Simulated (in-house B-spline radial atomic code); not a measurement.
Binding energies in Cr IV (Cr3+)

NIST's tabulated ground configuration is [Ar] 3d3; each binding energy is the energy of the ion with one electron taken from that subshell, relaxed, less that of the parent. Method: Dirac-Hartree-Fock, average of configuration, Fermi nucleus of rms radius 3.6452 fm. Calculated with a B-spline radial code for spherical atoms. Energies include first-order Breit, QED and recoil terms.

| subshell | X-ray name | binding energy (eV) | -ε (eV) | relaxation (eV) |
| --- | --- | --- | --- | --- |
| 2s | L1 | 751.7 | 766.1 | 13.7 |
| 2p1/2 | L2 | 637.3 | 653.1 | 15.2 |
| 2p3/2 | L3 | 628.9 | 644.3 | 15.0 |
| 3s | M1 | 129.3 | 132.0 | 2.5 |
| 3p1/2 | M2 | 94.67 | 97.09 | 2.36 |
| 3p3/2 | M3 | 93.61 | 95.95 | 2.31 |
| 3d | M4,5 | 46.77 | 48.44 | 1.69 |

Relaxation = -ε minus the binding energy without Breit, QED and recoil terms.

Emission lines follow as differences of binding energies, with λ = 12398.42 eV·Å / E:

```json
{"line": "L1-M3", "holes": "2s → 3p3/2", "energy (eV)": "658.1", "wavelength (Å)": "18.84"}
{"line": "L3-M1", "holes": "2p3/2 → 3s", "energy (eV)": "499.6", "wavelength (Å)": "24.817"}
```

(1) What does it cost to remove both a 2p1/2 and a 3d electron?

(2) What does it cost to remove two 3p3/2 electrons?

(3) What does it cost to remove both a 2s and a 3d electron?

Results:

(1) 708.55 eV, which is 24.5 eV more than the two single binding energies together.

(2) 208.68 eV, which is 21.46 eV more than the two single binding energies together.

(3) 823.11 eV, which is 24.6 eV more than the two single binding energies together.
